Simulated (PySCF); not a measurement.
C5H15Si2Te, doublet, at a GFN2-xTB geometry (all electrons, no relativity). Base run: M062X/3-21G (PySCF).

Geometry (Å):
```xyz
23

C      2.2716     0.8979    -2.0286
Si     1.9151    -0.4237    -0.6861
C      3.5533    -0.6353     0.2751
Te     0.1809     0.3607     0.9852
Si    -1.8128    -0.2776    -0.3936
C     -1.7288     0.4067    -2.1696
C     -2.0038    -2.1707    -0.4907
C     -3.3229     0.4612     0.4906
H      1.3708     1.1670    -2.5710
H      3.0038     0.5495    -2.7508
H      2.6642     1.8013    -1.5663
H      4.3504    -0.9972    -0.3669
H      3.8693     0.3179     0.6928
H      3.4402    -1.3354     1.0964
H     -0.9256    -0.0651    -2.7276
H     -1.5516     1.4779    -2.1716
H     -2.6549     0.2258    -2.7066
H     -2.1011    -2.6027     0.5004
H     -2.8825    -2.4539    -1.0623
H     -1.1381    -2.6242    -0.9641
H     -4.2460     0.1960    -0.0159
H     -3.3904     0.0998     1.5119
H     -3.2655     1.5446     0.5287
```
Charge 0, spin multiplicity 2.
Orbitals are unrestricted.
All else is at PySCF's defaults.

Each row names what was changed in the base input (with any setting that the change needs).

```csv
change,E (Eh),HOMO (eV),dipole (D),<S^2>,core-seconds (rough),outcome
base,-7359.98624,-6.30,2.06,0.752,100,converged
functional = bp86,-7360.39458,-4.37,1.59,0.751,60,converged
functional = b3lyp; dispersion = d4,-7359.91216,-5.07,1.66,0.751,60,converged
functional = m06,-7359.50712,-5.13,1.51,0.753,100,converged
functional = x3lyp,-7359.50563,-5.09,1.67,0.751,60,converged
functional = m06l,-7359.59386,-4.46,1.42,0.753,100,converged
functional = wb97x_v,-,-,-,-,-,cut at the time limit
functional = bhandhlyp,-7359.68076,-6.22,1.85,0.752,60,converged
functional = pw6b95,-7362.64595,-5.36,1.66,0.752,100,converged
functional = b97-1,-7359.42616,-5.06,1.67,0.752,50,converged
```

Absolute energies of different levels of theory aren't comparable as measures of quality.

Open shells are given as the SCF converged; they aren't shown to be the lowest states, and a large step between rows can be another state.
